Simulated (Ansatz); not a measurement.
An input meant for [Ni(NH3)4]2+ (NiN4H12²⁺) (charge 2, singlet; scaled by 1.12).

```yaml
crystal:
  periodic: [false, false, false]
  atoms:
    - {symbol: Ni, position_ang: [0.000288, 0.000197, -0.000072]}
    - {symbol: N, position_ang: [2.185038, -0.011677, -0.039334]}
    - {symbol: H, position_ang: [2.651225, 0.355471, 0.947159]}
    - {symbol: H, position_ang: [2.623941, 0.667728, -0.857410]}
    - {symbol: H, position_ang: [2.680339, -1.030358, -0.229985]}
    - {symbol: N, position_ang: [0.012956, 2.185049, 0.029173]}
    - {symbol: H, position_ang: [-0.366354, 2.646722, -0.954890]}
    - {symbol: H, position_ang: [1.033978, 2.681091, 0.204894]}
    - {symbol: H, position_ang: [-0.656328, 2.627745, 0.853614]}
    - {symbol: N, position_ang: [-2.184780, 0.011542, -0.005254]}
    - {symbol: H, position_ang: [-2.636055, -0.661205, -0.822097]}
    - {symbol: H, position_ang: [-2.683251, 1.031599, -0.179573]}
    - {symbol: H, position_ang: [-2.635597, -0.364015, 0.985197]}
    - {symbol: N, position_ang: [-0.013092, -2.184852, 0.015504]}
    - {symbol: H, position_ang: [0.348637, -2.640284, -0.978072]}
    - {symbol: H, position_ang: [-1.031211, -2.681512, 0.205961]}
    - {symbol: H, position_ang: [0.670266, -2.633252, 0.825195]}
basis:
  gaussian: {orbitals: def2-mTZVPP}
total_charge: 1
magnetization: {spin_polarized: true, initial_magnetization: 2}
hamiltonian: {xc: {name: BHLYP}, dispersion: d3bj}
output: {forces: true}
```

```sh
$ ansatz run in.yaml --threads 4 --pin off --events-out ev --progress --plain --max-ram 8704MiB
```

Output, abridged:

```
Error: a molecule whose nuclei and cores have a total charge of 68 cannot have a net charge of 1 together with 2 unpaired electrons
```

Q: What is wrong with this run?

A: The number of unpaired electrons doesn't fit the electron count. The program refused the input.
